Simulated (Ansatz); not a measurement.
Molecule: C6H13, charge 0, multiplicity 2. SMILES: C(CC)(C)[CH]C
Geometry: optimised at B3LYP-D3(BJ)/def2-TZVP (Ansatz, a program for electronic structure).

Property: enthalpy of formation at 298 K, in kcal/mol. Terms: no dispersion term unless named; no spin-orbit coupling; 6-31G* and kin with 6d, 5d where marked; non-relativistic; 6-311+G** with 5d; frozen cores in correlated levels; open shells spin-unrestricted. CBS(X,Y): correlation extrapolated as X^-3; Hartree-Fock from the larger set. [CCSD(T)-MP2]/basis is that difference in the basis named. First-principles rows: single points at B3LYP-D3(BJ) geometries (Ansatz), with unscaled harmonic terms from B3LYP/6-31G* (Ansatz) at its own minima, enthalpies of formation by atomisation with measured atoms.

Coupled cluster (Ansatz) is a level with limits of its own, used here on species with T1 under 0.025 (0.045 for open shells) and stable references: RI-MP2/CBS(cc-pVTZ,cc-pVQZ)+[CCSD(T)-MP2]/cc-pVTZ.

Value to compare with, RI-MP2/CBS(cc-pVTZ,cc-pVQZ)+[CCSD(T)-MP2]/cc-pVTZ (Ansatz): 8.7 kcal/mol.

| level | program | enthalpy of formation at 298 K (kcal/mol) | difference |
|---|---|---|---|
| HF/STO-3G | Ansatz | 80.3 | 71.6 |
| HF/6-311+G** | Ansatz | 435.3 | 426.6 |
| BLYP/6-31G* | Ansatz | 28.3 | 19.6 |
| B3LYP/6-31G* | Ansatz | 12.6 | 3.9 |
| B3LYP/cc-pVDZ | Ansatz | 39.9 | 31.2 |
| MP2/6-31G* | Ansatz | 143.5 | 134.8 |
| MP2/6-311+G** | Ansatz | 86.4 | 77.7 |
| B3LYP-D3(BJ)/def2-TZVPD | Ansatz + dftd3 | 4.2 | -4.5 |

Among the 7 habitual levels, HF/6-311+G** lies farthest from RI-MP2/CBS(cc-pVTZ,cc-pVQZ)+[CCSD(T)-MP2]/cc-pVTZ (Ansatz) (426.6 kcal/mol) and B3LYP/6-31G* nearest (3.9); 7 of 7 lie above it, and their mean absolute difference is 109.3 kcal/mol, the median 71.6. One case shows no general order.

The levels are drawn from those run, B3LYP/6-31G* more often than the rest, none by its result; left out are runs that failed, that the program found above a lower state of the same kind, or whose <S^2> lies over 0.5 above the pure value.
